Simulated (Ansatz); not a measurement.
`OCC[SiH2]S` and `OCCO[SiH3]` differ in one atom or group.

Ansatz, PBE0-D4/def2-TZVP geometries, multiplicity 1. Each molecule was computed in one conformer, which needn't be the lowest.

```tsv
property	`OCC[SiH2]S`
HOMO–LUMO gap (B3LYP/def2-TZVPP) / eV	7.04
HOMO–LUMO gap (PBE0/def2-TZVPP) / eV	7.63
size of the dipole moment (PBE/def2-TZVPP) / D	3.33
LUMO energy (PBE0/def2-TZVPP) / eV	0.58
LUMO energy (PBE/def2-TZVPP) / eV	-0.31
LUMO energy (ωB97M-V/def2-TZVPP) / eV	2.07
```

Task: Give the same properties after the change, and the shifts. (An estimate is asked.)

Result: Computed: 
```json
{"property": "HOMO–LUMO gap (B3LYP/def2-TZVPP) / eV", "`OCCO[SiH3]`": "7.51", "shift": "0.47"}
{"property": "HOMO–LUMO gap (PBE0/def2-TZVPP) / eV", "`OCCO[SiH3]`": "7.97", "shift": "0.34"}
{"property": "size of the dipole moment (PBE/def2-TZVPP) / D", "`OCCO[SiH3]`": "1.53", "shift": "-1.80"}
{"property": "LUMO energy (PBE0/def2-TZVPP) / eV", "`OCCO[SiH3]`": "0.10", "shift": "-0.48"}
{"property": "LUMO energy (PBE/def2-TZVPP) / eV", "`OCCO[SiH3]`": "-0.78", "shift": "-0.47"}
{"property": "LUMO energy (ωB97M-V/def2-TZVPP) / eV", "`OCCO[SiH3]`": "1.75", "shift": "-0.32"}
```

With PBE0 the HOMO falls by 0.83 eV and the LUMO falls by 0.48 eV, so the gap widens by about 0.35 eV. PBE moves the HOMO by -0.39 eV and ωB97M-V by -1.09 eV. Dipoles are sizes alone; their direction can turn.

B3LYP here is the variant with VWN-RPA as its local correlation; programs differ in this.
